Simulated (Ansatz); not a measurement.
CuI2⁻ was relaxed with r2SCAN-D4 (def2-TZVPD) in Ansatz in these states: charge -1 quintet, charge -1 singlet, charge -1 triplet. The geometries follow in no particular order.

In the def2 sets I takes a core potential; there is no spin–orbit coupling.

A:

Cartesian coordinates in Å:
```
Cu 0.954 -0.427 -1.098
I -1.690 0.020 -0.430
I 0.736 0.407 1.528
```

B:

Cartesian coordinates in Å:
```
Cu -0.671 -0.690 0.630
I 1.822 -0.068 0.816
I -1.151 0.759 -1.446
```

C:

```xyz
3

Cu    0.000    0.000    0.000
I     1.245   -1.329    1.608
I    -1.245    1.328   -1.608
```

Question: Judge from the bond lengths which geometry belongs to which state (an estimate).

Answer: A is the charge -1 quintet (Cu1–I3 2.764 Å, Cu1–I2 2.764 Å); B is the charge -1 triplet (Cu1–I3 2.577 Å, Cu1–I2 2.577 Å); C is the charge -1 singlet (Cu1–I3 2.429 Å, Cu1–I2 2.429 Å).

At r2SCAN-D4/def2-TZVPD the highest occupied level of the charge -1 quintet lies above zero (up to 2.23 eV). It is a level of α spin, whose loss leaves a quartet; that state wasn't run at this geometry and level. The electron is either unbound and held by the finite basis, or the level is raised by self-interaction error. At r2SCAN-D4/def2-TZVPD the highest occupied level of the charge -1 triplet lies above zero (up to 0.39 eV). It is a level of α spin, whose loss leaves a doublet; that state wasn't run at this geometry and level. The electron is either unbound and held by the finite basis, or the level is raised by self-interaction error. At PBE0-D4/def2-TZVPD a singlet lies 7.72 eV below the charge -1 quintet. At PBE0-D4/def2-TZVPD a singlet lies 3.15 eV below the charge -1 triplet. In the quintet, I2 and I3 lie 3.14 Å apart (atoms count from 1), so these atoms are partly bonded to each other. These are the stationary points nearest to one start from a short search; other shapes may lie lower in each state.
